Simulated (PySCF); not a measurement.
CdCl, charge +1. Atoms are numbered in the order given.

```xyz
2

Cd     0.0000     0.0000    -0.5930
Cl     0.0000     0.0000     1.6744
```
Charge +1, spin multiplicity 1.

Geometry optimised at B3LYP-D3(BJ)/def2-TZVPD. The multiplicity is an assumed one; other spin states were not compared. The def2 effective core potentials stand for the cores of Cd; spin–orbit coupling is left out.

Computed with C-PCM-ωB97X/def2-TZVPD (PySCF).

The values are the electrostatic part of the solvation free energy, E(continuum) − E(gas) at the gas-phase geometry, in a cavity of scaled van der Waals radii (PySCF's table); cavitation and dispersion terms are not included. A continuum can't describe solvent molecules that bind to the metal. In vacuum the orbital gap is 8.01 eV.

```
solvent              ε  ΔG(elec) (kcal/mol)  gap (eV)
---------------  -----  -------------------  --------
water            78.36               -112.8     10.36
chlorobenzene     5.70                -92.1      9.84
tetrahydrofuran   7.43                -97.2      9.96
```
